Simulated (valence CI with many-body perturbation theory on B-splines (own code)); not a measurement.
Values are calculated unless marked as measured or tabulated.
## Sensitivity of CI+MBPT for Se²⁹⁺

Level of theory: valence CI with perturbative core correlation (CI+MBPT): three valence electrons over a frozen Dirac-Fock core [He], radial functions for each j: 6 s, 6 p, 5 d, 3 f, 1 g, with the one-electron correlation potential Σ1, the two-electron term Σ2, the three-electron term Σ3, Breit, model QED; selected CI, second order for the rest, scaled by the run's own slope (own B-spline code, finite nucleus).

No measured spectrum was set against this ion. As an estimate, large intervals hold to a few tenths of a per cent, small ones and those within an open d or f shell to about a per cent.

The reference run has the lowest level 2s2 2p 2P°_1/2 and an ionisation energy of 3302.78 eV. Its largest variational space holds 4321 state functions.

Names give the largest LS component (configuration and term), which can be under half, so a name can repeat, a term be missing and a line seem to break the LS rules; names also repeat where a configuration has a term twice.

Changed runs:
A. averaging of valence orbitals over low configurations on → off
B. core polarisation of operators on → off
C. scale of Σ2 1 → 0.5
D. logarithmic knot step 0.27 → 0.8 (bad on purpose)

Excitation energies of the reference run in cm⁻¹, and shifts in cm⁻¹:

```tsv
Level	Reference	A	B	C	D
2s2 2p 2P°_3/2	383769	+3.0	0	-4.4	-4.2
2s 2p2 4P_1/2	634302	+45	0	+119	-17
2s 2p2 4P_3/2	866783	+36	0	+100	-21
2s 2p2 4P_5/2	989981	+39	0	+149	-21
2s 2p2 2D_3/2	1255290	+68	0	+483	-18
2s 2p2 2P_1/2	1340450	+54	0	+1036	-14
2s 2p2 2D_5/2	1420080	+67	0	+273	-22
2s 2p2 2S_1/2	1750820	+100	0	+397	-18
2s 2p2 2P_3/2	1762200	+39	0	+1231	-18
2p3 4S°_3/2	2021190	+93	0	+1335	-32
2p3 2D°_3/2	2313600	+105	0	+1238	-36
2p3 2D°_5/2	2400350	+114	0	+1134	-36
Ionisation energy (eV)	3302.78	-0.0014	0	+0.032	-0.0028
```

No effect on these energies: B.
